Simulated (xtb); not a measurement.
Species: CH$_{2}$N$_{2}$, SMILES `N#CN` (charge 0, multiplicity 1).

Question: Give a relaxed geometry from GFN2-xTB (xtb).

Answer: the end point of this relaxation (outside a Z-matrix the atoms follow the SMILES, hydrogens last).
Cartesian coordinates (Å) in one orientation:
```xyz
5

N      1.892    -0.024     0.035
C      0.750     0.015     0.131
N     -0.556     0.103     0.299
H     -1.022    -0.724     0.641
H     -1.064     0.630    -0.395
```
